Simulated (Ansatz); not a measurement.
Reaction (substitution at a C–N bond): `CNC(O)O` + `C[SiH](N)O` → `CN[SiH](C)O` + `NC(O)O`

Gas-phase electronic energies from Ansatz, PBE0-D4/def2-TZVP geometries. CBS: MP2 limit from def2 TZ/QZ plus the TZ coupled-cluster correction, frozen cores. DFT in def2-TZVPP. One conformer a species, not always the lowest.

(1) Is it downhill or uphill in electronic energy at CCSD(T)/CBS, and by how much? (Best estimate.)

(2) What do these levels give: PBE0-D4, PBE0, MP2/def2-TZVPP, HF/def2-QZVPP, MP2/def2-QZVPP, CCSD/CBS(def2)? (An estimate is asked.)

Largest T1 diagnostic among the species: 0.011.

## Answers

(1) Ansatz gave: Uphill: ΔE = +0.03 eV.

(2) The calculation gave: PBE0-D4 0.01, PBE0 0.01, MP2/def2-TZVPP 0.03, HF/def2-QZVPP 0.03, MP2/def2-QZVPP 0.03, CCSD/CBS(def2) 0.03 eV.
